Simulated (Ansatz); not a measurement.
C$_{2}$H$_{5}$FSZn (`[CH3][Zn][CH](F)S`), relaxed with RKS PBE0-D4/def2-TZVP in Ansatz from a GFN2-xTB geometry. The force threshold is 0.005 eV/Å; the program also tests the step.

Total charge 0; spin multiplicity 1.

Start:

```xyz
10

C    -0.889   -1.829   -0.712
Zn   -0.807    0.147   -0.272
C     0.212    1.609    0.768
F     0.556    0.583    1.699
S     1.727    2.362    0.138
H    -1.732   -2.116   -1.328
H     0.022   -2.116   -1.229
H    -0.942   -2.385    0.220
H    -0.255    2.389    1.372
H     2.108    1.357   -0.657
```

| step | energy (eV) | largest force (eV/Å) | largest move (Å) |
| --- | --- | --- | --- |
| 1 | -64113.3712 | 0.706 | 0.000 |
| 2 | -64113.6041 | 0.507 | 0.194 |
| 3 | -64113.7277 | 0.697 | 0.195 |
| 4 | -64113.7913 | 0.516 | 0.200 |
| 5 | -64113.8302 | 0.417 | 0.200 |
| 6 | -64113.8480 | 0.376 | 0.131 |
| 7 | -64113.8563 | 0.197 | 0.181 |
| 8 | -64113.8618 | 0.134 | 0.135 |
| 9 | -64113.8629 | 0.042 | 0.025 |
| 10 | -64113.8630 | 0.006 | 0.008 |
| 11 | -64113.8631 | 0.004 | 0.007 |

End:

```xyz
10

C    -0.894   -1.841   -0.766
Zn   -0.325   -0.210    0.104
C     0.301    1.463    0.937
F     0.877    1.248    2.193
S     1.418    2.349   -0.154
H    -1.766   -1.657   -1.399
H    -0.099   -2.246   -1.396
H    -1.164   -2.600   -0.028
H    -0.513    2.179    1.088
H     2.165    1.315   -0.579
```

Hardware: 4 threads of a server CPU on a shared host. Wall time 110 s, peak host memory 0.67 GiB.
